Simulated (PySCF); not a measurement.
# Correlation energy of Pr⁺ (praseodymium, charge +1)

[Xe] 4f2 6s2, one real determinant (an excited configuration). All numbers are calculated (PySCF 2.14, scalar relativity by spin-free X2C-1e, in x2c-TZVPPall (11s7p7d4f2g, 113 functions)). Frozen: [Kr] 4d10; 12 electrons correlated.

MP2 pair energies summed by pair of shells (mhartree):

| pair | energy | share (%) |
| --- | --- | --- |
| 5p-5p | -121.62 | 42.1 |
| 4f-5p | -43.88 | 15.2 |
| 5p-6s | -41.70 | 14.4 |
| 5s-5p | -34.13 | 11.8 |
| 6s-6s | -19.66 | 6.8 |
| 4f-5s | -9.26 | 3.2 |
| 5s-5s | -6.32 | 2.2 |
| 4f-6s | -4.96 | 1.7 |
| 4f-4f | -4.60 | 1.6 |
| 5s-6s | -2.47 | 0.9 |

Total MP2 correlation energy: -288.61 mhartree.

Same-spin part -84.31 and opposite-spin part -204.29 mhartree; SCS-MP2 scales them by 1/3 and 6/5 to -273.26 mhartree.

The reference is one real determinant that mixes LS terms of this configuration.
